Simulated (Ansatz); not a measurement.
Pulling on the Si1–N2 bond in SiN (multiplicity 2 held). Energies count from the point at 1.567 Å.


| level | energy at R = 6.270 Å (kcal/mol) | minus FCI/6-31G | cost |
|---|---|---|---|
| RO-HF/6-31G | 280.11 | 214.89 | - |
| U-HF/6-31G | -7.96 | -73.17 | - |
| U-MP2/6-31G | 44.82 | -20.40 | - |
| U-SCS-MP2/6-31G | 41.55 | -23.67 | - |
| FCI/6-31G | 65.22 | 0.00 | ×1 |

 Full CI is exact for the correlated electrons in its own basis alone.

The rows run from -7.96 (U-HF/6-31G) to 280.11 kcal/mol (RO-HF/6-31G).

Restricted levels (R-, RO-) in cc, def2 and unpolarised 6-31G sets keep to the state of the molecule at rest. U- levels take the lowest unrestricted solution at each point, which mixes spins at long bonds. Full CI gives the lowest state of the spin. Curves can end on different states.

Frozen-core correlation.

Doubts at one or more of the structures used: a restricted determinant that unrestricted orbitals would lower (RO-HF/6-31G); a spin-contaminated determinant (U-HF/6-31G, U-MP2/6-31G, U-SCS-MP2/6-31G).

Codes used: Ansatz (a program for electronic structure). 

Costs are rough ratios of core time to FCI/6-31G (about 2.0 min over the structures, on one shared machine); a dash marks a level with no comparable run of its own.
